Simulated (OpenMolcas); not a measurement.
**OpenMolcas input wanted**

The species is CH4AlNO (8 atoms), meant as a triplet with charge 0. SMILES of the parent species: `C1[NH][AlH][O]1`. The coordinates come from a PBE0-D4/def2-TZVP relaxation. That shape belongs to the parent species and isn't relaxed for this state.

```xyz
8

C    -0.2540    0.7620   -0.4400
N     0.5769    0.2531    0.6547
Al    0.0361   -1.3595    0.2091
O    -0.8205   -0.4291   -0.9750
H     0.3324    1.2769   -1.2135
H    -1.0525    1.4310   -0.0907
H     1.1077    0.8870    1.2215
H     0.1660   -2.8786    0.5780
```

Settings wanted:

```yaml
method: DFT
reference: UKS
basis_set: def2-SVPD
task: energy
functional: TPSS
nucleus: point
integration_grid: UltraFine
SCF_convergence_threshold: 1e-10
```

Write the OpenMolcas 26.06 input and the command.

One that was run (others would do as well):

mol.input:
```
>>> EXPORT MOLCAS_PRINT=2

&GATEWAY
 BasLib=$CurrDir
 BasisSet
 C.def2-SVPD....
 C1 -0.254000 0.762000 -0.440000 angstrom
 End of Basis
 BasisSet
 N.def2-SVPD....
 N2 0.576900 0.253100 0.654700 angstrom
 End of Basis
 BasisSet
 Al.def2-SVPD....
 Al3 0.036100 -1.359500 0.209100 angstrom
 End of Basis
 BasisSet
 O.def2-SVPD....
 O4 -0.820500 -0.429100 -0.975000 angstrom
 End of Basis
 BasisSet
 H.def2-SVPD....
 H5 0.332400 1.276900 -1.213500 angstrom
 H6 -1.052500 1.431000 -0.090700 angstrom
 H7 1.107700 0.887000 1.221500 angstrom
 H8 0.166000 -2.878600 0.578000 angstrom
 End of Basis

&SEWARD
 GridInput
 Grid=UltraFine
 End of Grid

&SCF
 UHF
 Spin=3
 KSDFT=2
 1.0 MGGA_X_TPSS
 1.0 MGGA_C_TPSS
 Thresholds=1e-10 1e-07 1e-07 1e-05
 PrOrbitals=1 1
```

```bash
$ export MOLCAS_MEM=1860
$ pymolcas mol.input > mol.log
```

(Basis files named in the input come from the Basis Set Exchange and aren't shown.)

Calculated total energy: -412.62811 Eh.
